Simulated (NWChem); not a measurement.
# Si2H4OClF; SMILES [Si@@H](Cl)(O[SiH3])F

```xyz
9

F      2.0338     0.7973     0.1361
Si     0.5613     0.6316    -0.4962
Cl    -0.7465     1.5570     0.7831
O      0.1982    -0.9483    -0.6146
Si    -0.4093    -2.3039     0.1542
H      0.5392     1.2743    -1.8198
H      0.1809    -2.4236     1.5181
H     -0.0400    -3.4863    -0.6698
H     -1.8921    -2.1921     0.2539
```
Atoms are numbered in this order, from 1.

All runs: NWChem. STO-3G and 3-21G are far too small for this property and stand as cheap habits. All runs use the structure optimised with PBE0/def2-SVP. GIAO values for the isolated, static molecule; σ is the absolute isotropic shielding, δ = σ(reference) − σ with the isolated reference molecule computed at the same levels (19F: trichlorofluoromethane, 1H: tetramethylsilane, 17O: water, 29Si: tetramethylsilane).

Q: What does the run give for Hartree-Fock/STO-3G? Quantities: δ F1 (ppm); δ Si2 (ppm); σ Cl3 (ppm); δ O4 (ppm); δ Si5 (ppm); δ H6 (ppm); δ H7 (rotor mean) (ppm).

A: 
```yaml
"δ F1 (ppm)": -153.5
"δ Si2 (ppm)": -10.5
"σ Cl3 (ppm)": 1211.9
"δ O4 (ppm)": -176.3
"δ Si5 (ppm)": -37.4
"δ H6 (ppm)": 3.10
"δ H7 (rotor mean) (ppm)": 2.16
```
